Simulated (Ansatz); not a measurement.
CH3O2, charge +1, singlet, geometry from GFN2-xTB; HSE06/def2-SV(P) (Ansatz, a quantum-chemistry and plane-wave program).

Here is a job for Ansatz.
Ansatz 0.2 input:
```yaml
crystal:
  periodic: [false, false, false]
  atoms:
    - {symbol: O, position_ang: [1.08212708, 0.32266796, 0.18701646]}
    - {symbol: C, position_ang: [-0.14382398, 0.38706559, -0.02975044]}
    - {symbol: O, position_ang: [-0.86450329, -0.64748699, -0.14496980]}
    - {symbol: H, position_ang: [1.49347707, -0.57065356, 0.26967258]}
    - {symbol: H, position_ang: [-0.54750427, 1.40581879, -0.11248288]}
    - {symbol: H, position_ang: [-1.82401925, -0.55900656, -0.31506036]}
basis:
  gaussian:
    orbitals: def2-SV_P_.json
hamiltonian:
  xc: hse06
total_charge: 1
```
The basis file holds def2-SV(P) in the JSON format of the Basis Set Exchange.

The log (banner, timings and long lists left out):

```
Functional definition: HSE06
498 factors; integrals over basis functions are off by at most 1.4e-3 eV
63 factors; integrals over basis functions are off by at most 2.9e-7 eV
mean field evaluation 1: about -5151.9876 eV, gradient 7.4e1 eV
mean field evaluation 2: about -5144.7851 eV, gradient 9.8e1 eV
mean field evaluation 4: about -5161.5288 eV, gradient 2.2e0 eV
mean field evaluation 8: about -5161.5334 eV, gradient 3.1e-1 eV
mean field -5161.53357518 eV, -189.6828602746 hartree, gradient 4.7e-5 eV, S^2 0.000000; 0 other end points of the search recorded, 0 dependent functions left out
reference -5161.53359380 eV, -189.6828609591 hartree; 12, 12 occupied and 36, 36 virtual orbitals, 498 factors
Total energy: -5161.53359380 eV, -189.6828609591 hartree
```
